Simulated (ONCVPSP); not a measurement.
## scandium: variants of one ONCV potential

Base potential:

* Element: scandium
* Generator: ONCVPSP 4.0.1
* Type: optimised norm-conserving Vanderbilt (ONCV)
* Functional: Wu-Cohen
* Relativity: scalar-relativistic
* Frozen core: [Ne]
* Valence charge: 11
* Reference configuration: 3s2 3p6 3d1 4s1.75 (charge +0.25)
* Partial waves: 3s+4s: rc 1.60 bohr, ncon 5, nbas 10, qcut 7.5 1/bohr, 2 projectors; 3p: rc 1.85 bohr, ncon 5, nbas 10, qcut 8.4 1/bohr, 2 projectors, debl 1.3 Ha; 3d: rc 2.10 bohr, ncon 4, nbas 8, qcut 9 1/bohr, 2 projectors, debl 1 Ha
* Local potential: polynomial inside 1.05 bohr (lpopt 5, dvloc0 0 Ha)
* Core correction: Teter function fitted to the true core (icmod 2), fcfact 0.55

Cutoffs, loose and tight: the cutoffs (Ha) at which the residual kinetic energy of the hardest occupied pseudo-wave falls to 1 and 0.1 mHa per electron. They do not see the model core or the augmentation charge, which bear on the density cutoff. Test errors are all-electron minus pseudo excitation energies from the reference, over the configurations 3s2 3p6 3d1 4s2; 3s2 3p6 3d1 4s1; 3s2 3p6 3d1 4s0; 3s2 3p6 3d1 4s1 4p1. A dash means not determined; rows that change the core or the reference have their own tests.

```
     change    outcome  cutoff, loose  cutoff, tight  bound ghosts  GHOST(+) flags above zero  largest test error (meV)
       base  generated          25 Ha          29 Ha          none                       none                      -1.2
s: qcut 4.5  generated          57 Ha         111 Ha          none                       none                      -2.8
s: qcut 5.5  generated          25 Ha         101 Ha          none                       none                      -2.3
s: qcut 6.5  generated          25 Ha          29 Ha          none                          s                      -1.7
s: qcut 7.7  generated          25 Ha          29 Ha          none                       none                      -1.1
s: qcut 8.6  generated          25 Ha          30 Ha          none                       none                      -0.8
```

(1) What comes out with this change to the base: s: qcut 11.1?

(2) What comes out with this change to the base: s: qcut 9.2?

(3) What comes out with this change to the base: s: qcut 10.2?

## Answers

(1) outcome: generated; cutoff, loose: 34 Ha; cutoff, tight: 41 Ha; bound ghosts: none; GHOST(+) flags above zero: none; largest test error (meV): -0.3.

(2) outcome: generated; cutoff, loose: 27 Ha; cutoff, tight: 32 Ha; bound ghosts: none; GHOST(+) flags above zero: s; largest test error (meV): -0.6.

(3) outcome: generated; cutoff, loose: 31 Ha; cutoff, tight: 37 Ha; bound ghosts: none; GHOST(+) flags above zero: none; largest test error (meV): -0.4.

Reading the sweep of the qcut of the s channel (base included, trends over the rows without a ghost): The loose cutoff is not monotonic: lowest 25 Ha at 5.5 1/bohr, highest 57 Ha at 4.5 1/bohr. The median size of the test errors (rows with all tests solved) stays near 0.2 meV.
